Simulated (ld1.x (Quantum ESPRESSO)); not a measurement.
# Before and after: TM potential for B (Z = 5)

ld1.x (Quantum ESPRESSO) 7.5 input, shortened:

```
&input
   title='B', zed=5., rel=1, dft='PZ', iswitch=3,
   config='[He] 2s1.75 2p1.25 3d-2'
 /
 &inputp
   pseudotype=2, tm=.true., lloc=-1, rcloc=1.35,
   nlcc=.true.
 /
3
2S  1  0   1.75   0.00  1.55  1.55  0.0
2P  2  1   1.25   0.00  1.70  1.70  0.0
3D  3  2  -2.00   0.25  1.45  1.45  0.0
 &test
   configts(1)='2s1.75 2p1.25'
 /
```

All-electron outer shells of the reference configuration (LDA (PZ), scalar-relativistic, ld1.x):

```csv
shell,level (eV),outermost node (bohr),outermost maximum (bohr)
1s,-178.93,–,0.21
2s,-9.51,0.46,1.52
2p,-3.84,–,1.55
```

Change: reference 2s2 2p0.

Cutoffs: the cutoffs (Ry, on a coarse ladder) from which the occupation-weighted sum of valence levels, in a spherical-Bessel basis at the reference potential, stays within 10 and 1 mRy of its value at 400 Ry; they do not see the model core or the augmentation charge, which bear on the density cutoff. Errors are all-electron minus pseudo energies relative to the spin-unpolarised reference configuration.

Question: What does the change do?

Answer: The potential gets softer (25 Ry and 50 Ry → 18 Ry and 50 Ry); neither file shows a bound ghost.

```tsv
quantity	base	changed
cutoff, loose	25 Ry	18 Ry
cutoff, tight	50 Ry	50 Ry
bound ghosts	none	none
largest error over its own tests, meV	+51	+38
s: phases at 1.84 bohr within 0.05 rad from the reference energy up to (Ry; the scan ends near 5)	3.8	3.0
p: phases at 1.84 bohr within 0.05 rad from the reference energy up to (Ry; the scan ends near 5)	4.3	3.4
d: phases at 1.84 bohr within 0.05 rad from the reference energy up to (Ry; the scan ends near 5)	to the end of the scan	to the end of the scan
```
